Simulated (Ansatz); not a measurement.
Cost and result up the ladder for Si₂₅PH₃₆ (62 atoms). The state is a doublet with charge 0. Geometry: PBE-D4/def2-SVP.

Cartesian coordinates in Å:
```
P -0.082 -0.057 -0.081
Si -2.100 -4.480 1.192
Si 1.164 -4.102 -1.101
Si -2.778 -1.778 3.891
Si -0.242 1.265 4.125
Si 3.016 1.212 2.055
Si 0.382 -1.615 1.692
Si -1.249 -1.248 -1.638
Si -1.878 1.118 0.699
Si 1.158 1.581 -1.332
Si 1.853 -1.259 -3.791
Si -0.582 1.782 -4.731
Si 0.429 4.026 1.514
Si -1.253 4.501 -2.048
Si -1.127 -3.050 2.794
Si 2.072 -2.935 0.729
Si -0.512 -5.514 -0.221
Si 0.276 -2.648 -2.727
Si 1.413 -0.111 3.174
Si -1.823 -0.089 5.234
Si -1.188 2.566 2.406
Si 2.847 0.260 -2.295
Si 2.102 2.724 0.490
Si 0.355 3.057 -2.984
Si 0.834 0.042 -5.478
Si -0.458 5.524 -0.076
H -2.862 -5.578 1.896
H -3.093 -3.698 0.372
H 2.209 -4.974 -1.761
H -3.602 -2.677 4.781
H -3.707 -1.170 2.873
H 0.377 2.209 5.132
H 3.740 2.026 3.101
H 4.034 0.326 1.380
H -2.321 -1.998 -0.896
H -1.897 -0.246 -2.555
H -2.877 0.096 1.171
H -2.452 1.846 -0.486
H 2.896 -2.137 -4.446
H -1.902 1.216 -4.274
H -0.860 2.678 -5.915
H 1.013 4.824 2.658
H -2.517 3.733 -1.762
H -1.595 5.589 -3.038
H -0.424 -3.904 3.829
H 2.545 -3.945 1.746
H 3.252 -2.096 0.315
H 0.193 -6.562 0.609
H -1.231 -6.228 -1.342
H -0.468 -3.452 -3.767
H 2.104 -0.878 4.277
H -1.105 -0.774 6.372
H -2.912 0.772 5.828
H -2.397 3.327 2.900
H 3.650 -0.453 -1.240
H 3.781 1.151 -3.077
H 3.202 3.639 0.002
H 1.472 3.905 -3.561
H 0.071 -0.848 -6.431
H 1.952 0.695 -6.259
H -1.555 6.351 0.551
H 0.655 6.464 -0.475
```

Ansatz on 4 threads of AMD EPYC 7R13 on a shared host and a share (37 GiB) of an NVIDIA H100 80GB HBM3. Times are rough, and most runs start from the orbitals of an earlier one. PBE0-D4/def2-SVP serves as the yardstick here, not as an exact answer. Differences are given only for rows in sets of like size (and for xTB, whose basis is part of the method), since another set adds its own error. Binding counts from free atoms at the same level (P quartet, Si triplet, H doublet; other spins of the atoms weren't run), without zero-point energy or a counterpoise term.

Correlated methods freeze 130 core orbitals. The rows differ in basis, and correlated rows in double-zeta sets carry the largest basis error. Single mean-field runs in def2-SVP, def2-mTZVP are fitted with def2-universal-jkfit.

Correlated methods converge slowly with the basis, most of all in double-zeta sets.

| level | functions | wall time | binding energy per atom (eV) | difference from PBE0-D4/def2-SVP (eV) |
| --- | --- | --- | --- | --- |
| HF/STO-3G | 270 | 3 s | 3.59 | – |
| PBE-D4/def2-SVP (with forces) | 648 | 8 s | 3.25 | 0.01 |
| PBE0-D4/def2-SVP | 648 | 8.5 s | 3.24 | 0.00 |
| r2SCAN-D4/def2-mTZVP | 680 | 9 s | 3.19 | – |
| r2SCAN-D4/def2-SVP | 648 | 10 s | 3.25 | 0.01 |
| HF/def2-SVP | 648 | 11 s | 2.34 | -0.89 |
| MP2/def2-SVP | 648 | 17 s | 2.97 | -0.26 |
